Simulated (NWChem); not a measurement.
System meant: SiPH₅O₃; SMILES O[Si](O)(O)P

NWChem input:

```
start job
memory heap 200 mb stack 900 mb global 1100 mb
geometry units angstroms noautoz
  O      1.467158    -0.820805     0.604572
  Si     0.021170    -0.362688    -0.051528
  O     -1.296246    -0.902946     0.802462
  O     -0.096045    -1.085978    -1.532690
  P     -0.024717     1.883742    -0.183998
  H      1.700119    -1.745755     0.465734
  H     -1.410467    -0.575703     1.699112
  H     -0.987365    -1.217409    -1.869220
  H      1.370111     1.972265    -0.474475
  H      0.173563     2.046572     1.223273
end
basis spherical
  O library def2-svp
  Si library def2-svp
  P library def2-svp
  H library def2-svp
end
dft
  odft
  mult 2
  xc b3lyp
  iterations 150
  mulliken
end
task dft energy
```

End of the output:

```
 ==============================================================================
                                 internuclear angles
 ------------------------------------------------------------------------------
        center 1       |       center 2       |       center 3       |  degrees
 ------------------------------------------------------------------------------
    2 Si               |   1 O                |   6 H                |   114.85
    1 O                |   2 Si               |   3 O                |   113.57
    1 O                |   2 Si               |   4 O                |   107.25
    1 O                |   2 Si               |   5 P                |   108.53
    3 O                |   2 Si               |   4 O                |   105.21
    3 O                |   2 Si               |   5 P                |   109.81
    4 O                |   2 Si               |   5 P                |   112.50
    2 Si               |   3 O                |   7 H                |   117.60
    2 Si               |   4 O                |   8 H                |   116.05
    2 Si               |   5 P                |   9 H                |    93.09
    2 Si               |   5 P                |  10 H                |    93.03
    9 H                |   5 P                |  10 H                |    93.31
 ------------------------------------------------------------------------------
                            number of included internuclear angles:         12
 ==============================================================================

 Summary of "ao basis" -> "" (spherical)
 ------------------------------------------------------------------------------
       Tag                 Description            Shells   Functions and Types
 ---------------- ------------------------------  ------  ---------------------
 O                          def2-svp                 6       14   3s2p1d
 Si                         def2-svp                 8       18   4s3p1d
 P                          def2-svp                 8       18   4s3p1d
 H                          def2-svp                 3        5   2s1p

                                 NWChem DFT Module
                                 -----------------

 Summary of "ao basis" -> "ao basis" (spherical)
 ------------------------------------------------------------------------------
       Tag                 Description            Shells   Functions and Types
 ---------------- ------------------------------  ------  ---------------------
 O                          def2-svp                 6       14   3s2p1d
 Si                         def2-svp                 8       18   4s3p1d
 P                          def2-svp                 8       18   4s3p1d
 H                          def2-svp                 3        5   2s1p

  number of electrons :                   58
  multiplicity        :                    2
 ------------------------------------------------------------------------
  no. of electrons and multiplicity not compatible                  58
 ------------------------------------------------------------------------
 ------------------------------------------------------------------------
  current input line :
    28: task dft energy
 ------------------------------------------------------------------------
 ------------------------------------------------------------------------
 There is an error in the input file
 ------------------------------------------------------------------------
 For more information see the NWChem manual at https://nwchemgit.github.io

0: no. of electrons and multiplicity not compatible:Received an Error in Communication
```

What is wrong, and how is it mended?

The program refused the input. Cause: the multiplicity doesn't fit the number of electrons (an even count wants an odd multiplicity, and the reverse). This input runs:
```
start job
memory heap 200 mb stack 900 mb global 1100 mb
geometry units angstroms noautoz
  O      1.467158    -0.820805     0.604572
  Si     0.021170    -0.362688    -0.051528
  O     -1.296246    -0.902946     0.802462
  O     -0.096045    -1.085978    -1.532690
  P     -0.024717     1.883742    -0.183998
  H      1.700119    -1.745755     0.465734
  H     -1.410467    -0.575703     1.699112
  H     -0.987365    -1.217409    -1.869220
  H      1.370111     1.972265    -0.474475
  H      0.173563     2.046572     1.223273
end
basis spherical
  * library def2-svp
end
dft
  xc b3lyp
  iterations 150
  mulliken
end
task dft energy
```
It converges to -859.32736 Ha (B3LYP/def2-SVP).
